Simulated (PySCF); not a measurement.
## How methods differ on the excitation energy of Tl

Tl [Xe] 4f14 5d10 6s2 6p1 (2P) → Tl [Xe] 4f14 5d10 6s2 6d1 (2D), as a difference of total energies. Computed with PySCF 2.14 in aug-cc-pVQZ-DK3, with the spin-free X2C one-electron Hamiltonian (Gaussian nucleus). The calculations carry no spin-orbit coupling.

| method | excitation energy (cm⁻¹) | error (cm⁻¹) |
| --- | --- | --- |
| UHF | 29922 | -1050 |
| r2SCANh | 30883 | -89 |
| M06-L | 27412 | -3560 |

Reference: 30972 cm⁻¹ (measured; NIST levels, between the centres of gravity of the two terms).
